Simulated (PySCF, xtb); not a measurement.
Potential energy curve for H₃BrSi, SMILES [SiH3]Br. The Si1–Br5 bond (Si1 also carries H, H, H; Br5 carries nothing else) is varied alone, starting from the PBE0/def2-TZVP optimised geometry. Each curve is given relative to its own lowest point near equilibrium.

| R / Å | A | B | C | D |
|---|---|---|---|---|
| 1.76 | 705.9 | 372.8 | 321.3 | 349.6 |
| 1.89 | 262.9 | 161.0 | 133.1 | 150.8 |
| 1.99 | 102.9 | 70.7 | 55.2 | 66.3 |
| 2.08 | 32.7 | 25.5 | 17.9 | 24.1 |
| 2.15 | 7.9 | 7.3 | 4.1 | 6.9 |
| 2.22 | 0.0 | 0.0 | 0.0 | 0.0 |
| 2.30 | 4.9 | 1.7 | 4.1 | 1.3 |
| 2.33 | 9.6 | 4.5 | 7.6 | 3.8 |
| 2.42 | 29.7 | 18.1 | 22.3 | 16.0 |
| 2.59 | 83.5 | 57.8 | 61.8 | 51.7 |
| 2.76 | 146.7 | 106.2 | 107.6 | 94.8 |
| 2.97 | 226.5 | 167.9 | 164.3 | 149.1 |
| 3.32 | 343.7 | — | 247.0 | 229.9 |
| 3.69 | 433.5 | — | 314.3 | 292.6 |
| 4.04 | 488.1 | — | 359.5 | 324.9 |
| 4.44 | — | — | 387.9 | 345.6 |
| 4.85 | — | — | 403.4 | 357.5 |
| 5.48 | — | — | 415.1 | 366.5 |
| 5.94 | — | — | 419.2 | 369.7 |
| 6.63 | — | — | 422.3 | 372.0 |
| 7.68 | — | — | 424.1 | 373.3 |

Energies in kJ/mol.

### Question
Which curve belongs to which method? The methods are GFN1-xTB in xtb; PySCF with unrestricted B3LYP/6-31G*, spherical d; PySCF 2.14.0 with unrestricted LDA (SVWN5)/6-31G*, spherical d; MP2 on UHF/cc-pVDZ, 14 core orbitals frozen run with PySCF.

### Answer
A is GFN1-xTB; B is UMP2; C is UKS-LDA (SVWN5)/6-31G*; D is UKS-B3LYP/6-31G*.

A dash means that the run gave no value there, or that the column was ended at a point which the program doubted or which failed a test of continuity chosen for this set; such a test can also cut sound points.

The unrestricted determinant behind UKS-B3LYP/6-31G* is spin-contaminated at 3.69 to 7.68 Å (<S²> up to 0.9, against 0.00 for a pure singlet). The unrestricted determinant behind UKS-LDA (SVWN5)/6-31G* is spin-contaminated at 4.04 to 7.68 Å (<S²> up to 0.8, against 0.00 for a pure singlet). The unrestricted determinant behind UMP2 is spin-contaminated at 3.32 to 7.68 Å (<S²> up to 1.0, against 0.00 for a pure singlet).
